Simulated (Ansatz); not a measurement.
Geometry optimisation, RKS B3LYP/def2-SVP in Ansatz.

input.yaml

```yaml
crystal:
  periodic: [false, false, false]
  atoms:
    - { symbol: Sn, position_ang: [-0.02155, 0.017842, -0.737654] }
    - { symbol: Cl, position_ang: [2.008032, 0.158639, 2.242838] }
    - { symbol: H, position_ang: [2.3572, -0.121585, 0.986342] }
    - { symbol: H, position_ang: [-1.322501, 1.245957, -0.543306] }
    - { symbol: Cl, position_ang: [-1.54418, -1.847654, -0.90292] }
basis:
  gaussian: { orbitals: def2-SVP }
hamiltonian:
  xc: b3lyp
relax:
  f_tol: 0.03
  max_steps: 50
```

Run as:

```bash
$ ansatz run input.yaml --threads 1 --pin off --max-ram 2048MiB --backend cpu --events-out ev --progress --plain --runs-dir out
```

Question: Where does it end, and by what steps?

Answer: The run converged. The force dipped under the threshold on the way, but the program's further checks kept it going. After 36 steps the energy has fallen by 0.329 eV; Cl5 moved furthest, 1.45 Å.

```tsv
step	energy less start (eV)	largest force component (eV/Å)	accepted
0	0.0000	1.051	yes
2	-0.0235	0.746	yes
4	-0.0882	0.203	yes
6	-0.1518	0.098	yes
8	-0.1477	0.676	no
10	-0.1745	0.081	yes
12	-0.1762	0.094	yes
14	-0.1769	0.017	yes
16	-0.1765	0.251	no
18	-0.1785	0.106	yes
20	-0.1723	0.423	no
22	-0.1811	0.233	yes
24	-0.1924	0.139	yes
26	-0.2019	0.125	yes
28	-0.2304	0.560	yes
30	-0.2978	0.567	yes
32	-0.2600	0.843	no
34	-0.3285	0.050	yes
36	-0.3293	0.028	yes
```

```xyz
5
Properties=species:S:1:pos:R:3
Sn -0.048 0.473 -1.118
Cl 1.858 0.387 1.212
H 1.206 -0.759 1.105
H -1.250 1.173 0.015
Cl -0.289 -1.820 -0.168
```

Whether the end is a true minimum wasn't checked by a vibrational analysis.

Run time: 46 s on 1 thread of AMD EPYC 9R45 96-Core Processor (Zen 5) (shared host), peak memory 0.17 GiB.
